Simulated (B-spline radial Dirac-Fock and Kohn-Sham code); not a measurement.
**What relativity does to the binding energies of Au⁷⁺**

System: the Au⁷⁺ ion in the configuration [Xe] 4f14 5d4.

Both columns are ΔSCF binding energies of the configuration average from an atomic code on a B-spline grid: non-relativistic Hartree-Fock with a point nucleus, and Dirac-Fock with a finite nucleus and the Coulomb interaction alone, averaged over the two j levels with weights 2j+1.

```csv
shell,Hartree-Fock (eV),Dirac-Fock (eV),shift (eV),shift (%)
1s,73690.5,81278.5,+7588.00,+10.30
2s,12505.2,14540.7,+2035.49,+16.28
2p,12004.2,12689.2,+684.96,+5.71
3s,3059.0,3568.0,+508.99,+16.64
3p,2823.0,3015.3,+192.26,+6.81
3d,2387.4,2367.3,-20.16,-0.84
4s,764.3,892.5,+128.21,+16.77
4p,661.5,707.0,+45.54,+6.88
4d,473.1,466.8,-6.22,-1.31
4f,219.5,204.4,-15.11,-6.88
5s,206.1,231.2,+25.12,+12.19
5p,168.7,175.9,+7.21,+4.27
5d,112.5,110.5,-1.98,-1.76
```

Relativity binds 1s, 2s, 2p, 3s, 3p, 4s, 4p, 5s, 5p more strongly, among those listed most of all 4s in relative terms, and 3d, 4d, 4f, 5d more weakly, because the contracted s and p shells screen the nucleus better.

Values without a named source are computed, but for edge energies of neutral atoms, which are taken from tables.
